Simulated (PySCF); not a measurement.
H5GaP2 (SMILES [PH2][GaH][PH2]), singlet, at a GFN2-xTB geometry (such geometries of metal compounds can be far from the true shape), atoms displaced at random by about 0.03 Å a coordinate; R2SCAN/STO-3G, gradient run with PySCF.

PySCF was given this input:
```python
from pyscf import gto, scf, dft

mol = gto.Mole()
mol.atom = '''
    Ga   -0.38409732   -0.20321517   -0.21995520
    H    -1.62006289   -0.98564214   -1.02969108
    P    -0.13855870    2.09797884   -0.65326663
    H     0.12454850    1.76616412   -2.07100144
    H     1.18687884    2.01051208   -0.34589601
    P     0.81123873   -1.54458581    1.31700917
    H     2.01718959   -1.05201916    0.73577733
    H     0.75992750   -2.61583958    0.35658676
'''
mol.basis = 'sto-3g'
mol.verbose = 4
mol.build()

mf = dft.RKS(mol)
mf.xc = 'r2scan'
mf.kernel()
g = mf.nuc_grad_method()
grad = g.kernel()
```

What the program printed (banner, timings and long lists left out):

```
PySCF version 2.14.0

[INPUT] verbose = 4
[INPUT] num. atoms = 8
[INPUT] num. electrons = 66
[INPUT] charge = 0
[INPUT] spin (= nelec alpha-beta = 2S) = 0
[INPUT] symmetry False subgroup None
[INPUT] Mole.unit = angstrom
[INPUT] Symbol           X                Y                Z      unit          X                Y                Z       unit  Magmom
[...]
nuclear repulsion = 306.179477223099
number of shells = 23
number of NR pGTOs = 123
number of NR cGTOs = 41
basis = sto-3g
ecp = {}

******** <class 'pyscf.dft.rks.RKS'> ********
method = RKS
initial guess = minao
damping factor = 0
level_shift factor = 0
DIIS = <class 'pyscf.scf.diis.CDIIS'>
diis_start_cycle = 1
diis_space = 8
diis_damp = 0
SCF conv_tol = 1e-09
SCF conv_tol_grad = None
SCF max_cycles = 50
direct_scf = True
direct_scf_tol = 1e-13
XC library pyscf.dft.libxc version 7.1.2
    S. Lehtola, C. Steigemann, M. J. T. Oliveira, and M. A. L. Marques,  SoftwareX 7, 1–5 (2018)
XC functionals = r2scan
    J. W. Furness, A. D. Kaplan, J. Ning, J. P. Perdew, and J. Sun,  J. Phys. Chem. Lett. 11, 8208–8215 (2020)
    J. W. Furness, A. D. Kaplan, J. Ning, J. P. Perdew, and J. Sun,  J. Phys. Chem. Lett. 11, 9248–9248 (2020)
    J. W. Furness, A. D. Kaplan, J. Ning, J. P. Perdew, and J. Sun,  J. Phys. Chem. Lett. 11, 8208–8215 (2020)
    J. W. Furness, A. D. Kaplan, J. Ning, J. P. Perdew, and J. Sun,  J. Phys. Chem. Lett. 11, 9248–9248 (2020)
radial grids:
    Treutler-Ahlrichs [JCP 102, 346 (1995); DOI:10.1063/1.469408] (M4) radial grids

becke partition: Becke, JCP 88, 2547 (1988); DOI:10.1063/1.454033
pruning grids: <function nwchem_prune>
grids dens level: 3
symmetrized grids: False
atomic radii adjust function: <function treutler_atomic_radii_adjust>
small_rho_cutoff = 0
Set gradient conv threshold to 3.16228e-05
Initial guess from minao.
tot grids = 108304
init E= -2577.66727253225
[...]
cycle= 1 E= -2579.92072814527  delta_E= -2.25  |g|= 0.637  |ddm|= 3.33
[...]
cycle= 2 E= -2532.03040503252  delta_E= 47.9  |g|= 4.79  |ddm|= 10.6
[...]
cycle= 3 E= -2580.08864900666  delta_E= -48.1  |g|= 0.39  |ddm|= 10.5

WARN: HOMO -0.036270180037551 == LUMO -0.0357134054958653

cycle= 4 E= -2579.31174604874  delta_E= 0.777  |g|= 0.962  |ddm|= 3.29
[...]
cycle= 5 E= -2580.15100525381  delta_E= -0.839  |g|= 0.322  |ddm|= 3.23
[...]
cycle= 6 E= -2580.1611986774  delta_E= -0.0102  |g|= 0.311  |ddm|= 0.338
[...]
cycle= 7 E= -2580.1525670227  delta_E= 0.00863  |g|= 0.316  |ddm|= 0.239
[...]
cycle= 8 E= -2580.14773344048  delta_E= 0.00483  |g|= 0.32  |ddm|= 0.0783
[...]
cycle= 9 E= -2580.14879081566  delta_E= -0.00106  |g|= 0.319  |ddm|= 0.016
[...]
cycle= 10 E= -2580.14876242493  delta_E= 2.84e-05  |g|= 0.315  |ddm|= 0.0524
[...]
cycle= 11 E= -2580.15391476344  delta_E= -0.00515  |g|= 0.317  |ddm|= 0.164
[...]
cycle= 12 E= -2580.175516976  delta_E= -0.0216  |g|= 0.283  |ddm|= 0.316
[...]
cycle= 13 E= -2578.98286074193  delta_E= 1.19  |g|= 1.38  |ddm|=  3.3
[...]
cycle= 14 E= -2578.8491145084  delta_E= 0.134  |g|= 1.59  |ddm|= 2.91
[...]
cycle= 15 E= -2578.90850939983  delta_E= -0.0594  |g|= 1.48  |ddm|= 2.91
[...]
cycle= 16 E= -2578.83773067848  delta_E= 0.0708  |g|= 1.57  |ddm|= 0.279
[...]
cycle= 17 E= -2578.91442902589  delta_E= -0.0767  |g|= 1.47  |ddm|= 0.525
[...]
cycle= 18 E= -2579.04454242549  delta_E= -0.13  |g|= 1.28  |ddm|= 1.47
[...]
cycle= 19 E= -2580.17608936997  delta_E= -1.13  |g|= 0.257  |ddm|= 3.25
[...]
cycle= 20 E= -2579.19017730202  delta_E= 0.986  |g|= 1.05  |ddm|= 3.24

WARN: HOMO -0.0140652853655443 == LUMO -0.0138776375650419

cycle= 21 E= -2579.26139938126  delta_E= -0.0712  |g|= 1.03  |ddm|= 0.463

WARN: HOMO -0.0140892224411679 == LUMO -0.0134212010990531

cycle= 22 E= -2579.26021227298  delta_E= 0.00119  |g|= 1.02  |ddm|= 0.926
[...]
cycle= 23 E= -2580.12664285356  delta_E= -0.866  |g|= 0.361  |ddm|= 3.24
[...]
cycle= 24 E= -2580.13076985418  delta_E= -0.00413  |g|= 0.35  |ddm|= 0.0678
[...]
cycle= 25 E= -2580.21743095701  delta_E= -0.0867  |g|= 0.118  |ddm|= 1.48
[...]
cycle= 26 E= -2579.17941520726  delta_E= 1.04  |g|= 1.09  |ddm|= 3.17
[...]
cycle= 27 E= -2579.20522575839  delta_E= -0.0258  |g|= 1.06  |ddm|= 0.206
[...]
cycle= 28 E= -2579.17749320566  delta_E= 0.0277  |g|= 1.09  |ddm|= 0.169
[...]
cycle= 29 E= -2579.14757868575  delta_E= 0.0299  |g|= 1.13  |ddm|= 0.423
[...]
cycle= 30 E= -2579.18941377371  delta_E= -0.0418  |g|= 1.08  |ddm|= 0.394
[...]
cycle= 31 E= -2579.16539410738  delta_E= 0.024  |g|= 1.11  |ddm|=    1
[...]
cycle= 32 E= -2579.15470002569  delta_E= 0.0107  |g|= 1.12  |ddm|= 0.43
[...]
cycle= 33 E= -2580.1382270217  delta_E= -0.984  |g|= 0.333  |ddm|= 3.25
[...]
cycle= 34 E= -2579.04140841981  delta_E=  1.1  |g|= 1.32  |ddm|= 3.27
[...]
cycle= 35 E= -2579.10251455058  delta_E= -0.0611  |g|= 1.23  |ddm|= 2.84
[...]
cycle= 36 E= -2579.19114985867  delta_E= -0.0886  |g|= 1.18  |ddm|= 2.68
[...]
cycle= 37 E= -2579.14804463808  delta_E= 0.0431  |g|= 1.18  |ddm|= 0.869
[...]
cycle= 38 E= -2579.13805235251  delta_E= 0.00999  |g|= 1.22  |ddm|= 0.614

WARN: HOMO 0.0161694889313732 == LUMO 0.016540512583464

cycle= 39 E= -2579.06545263143  delta_E= 0.0726  |g|=  1.3  |ddm|= 1.78
[...]
cycle= 40 E= -2579.04983719955  delta_E= 0.0156  |g|= 1.32  |ddm|= 2.85
[...]
cycle= 41 E= -2579.0876317244  delta_E= -0.0378  |g|= 1.22  |ddm|= 2.54
[...]
cycle= 42 E= -2579.27718165629  delta_E= -0.19  |g|= 1.16  |ddm|= 3.95
[...]
cycle= 43 E= -2580.02567193255  delta_E= -0.748  |g|= 0.467  |ddm|= 3.01
[...]
cycle= 44 E= -2578.44293891689  delta_E= 1.58  |g|=  2.1  |ddm|= 3.85

WARN: HOMO 0.00151879101394897 == LUMO 0.00241019266749248

cycle= 45 E= -2579.84991054242  delta_E= -1.41  |g|= 0.987  |ddm|= 2.25
[...]
cycle= 46 E= -2580.17284403785  delta_E= -0.323  |g|= 0.274  |ddm|= 2.49
[...]
cycle= 47 E= -2579.14365729699  delta_E= 1.03  |g|= 1.13  |ddm|= 3.25
[...]
cycle= 48 E= -2579.03583001375  delta_E= 0.108  |g|= 1.33  |ddm|= 2.44
[...]
cycle= 49 E= -2579.10971245845  delta_E= -0.0739  |g|= 1.19  |ddm|= 1.67
[...]
cycle= 50 E= -2579.06014271543  delta_E= 0.0496  |g|= 1.28  |ddm|=  1.1
SCF not converged.
SCF energy = -2579.06014271543

WARN: Ground state RKS not converged

******** <class 'pyscf.grad.rks.Gradients'> for <class 'pyscf.dft.rks.RKS'> ********
unit = Eh/Bohr
grid_response = False
--------------- RKS gradients ---------------
         x                y                z
0 Ga     0.0797996311     0.0521227978     0.0279493474
1 H    -0.0780611300    -0.0576550293    -0.0519536972
2 P     0.0261187640     0.0262941164     0.0443023363
3 H     0.0016986148    -0.0204126341    -0.0254969216
4 H    -0.0273822647    -0.0029663083    -0.0039767088
5 P     0.0011590916     0.0000183400     0.0409928393
6 H    -0.0012776559     0.0103327356    -0.0111980979
7 H    -0.0053919284    -0.0053437069    -0.0154420081
----------------------------------------------
```

Convergence was not reached.
